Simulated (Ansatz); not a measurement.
Molecule: CH$_{4}$N, net charge -1, singlet state. 
Structure (B3LYP-D3(BJ)/def2-TZVP (Ansatz, an electronic-structure program) minimum search):
```
C
H 1 1.1082
N 1 1.4206 2 109.69
H 3 1.0278 1 106.57 2 -180.00
H 1 1.1411 2 103.07 3 127.34
H 1 1.1411 2 103.07 5 105.33
```
Charge -1, spin multiplicity 1.

Basis-set convergence of Hartree-Fock and MP2 correlation energies (hartree) with Ansatz. Cores are frozen in the correlated levels unless marked. Spin-orbit coupling is left out. Non-relativistic.

```csv
basis,functions,E(HF),"E(corr, MP2)"
aug-cc-pVDZ,82,-94.56054,-0.36308
aug-cc-pVTZ,184,[?],[?]
```

Complete the blanks.


- aug-cc-pVTZ, E(HF): -94.58261
- aug-cc-pVTZ, E(corr, MP2): -0.43193
